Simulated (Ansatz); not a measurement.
Stretching the Sb1–H2 bond in stibine (SMILES [SbH3]) (multiplicity 1 held, fragments rigid). Energies count from the point at 1.714 Å.
Geometry at that point (charge 0, multiplicity 1):
```xyz
4

Sb     0.000    -0.001     0.054
H     -0.904    -1.083    -0.920
H     -0.498     1.336    -0.897
H      1.394    -0.225    -0.917
```

R- and RO- levels are restricted; in cc, def2 and unpolarised 6-31G sets they are followed outwards from rest. Unrestricted levels (U-) break spin symmetry where that is lower. Active spaces are followed from a long bond inwards. Curves can end on different states.

Frozen-core correlation. Filled d and f shells under p-block atoms count as core.

The values were computed with Ansatz (Gaussian orbitals). Each number belongs to the level named beside it. In def2 rows elements past Kr take small-core potentials, without spin–orbit coupling.

Problem. Give the energy at R = 5.484 Å at the level R-B3LYP/def2-TZVPP.

Solution. 449 kJ/mol

Problem. Estimate the energy at R = 5.484 Å that U-wB97X-V/def2-TZVPP returns for this input.

Solution. 296 kJ/mol

Problem. Give the energy at R = 5.484 Å at the level FIC-MRCISD+Q on CASSCF(2,2)/def2-TZVPP.

Solution. 289 kJ/mol

Doubts at one or more of the structures used: a restricted determinant that unrestricted orbitals would lower (R-B3LYP/def2-TZVPP); a spin-contaminated determinant (U-wB97X-V/def2-TZVPP).

Ansatz is a first-principles code.
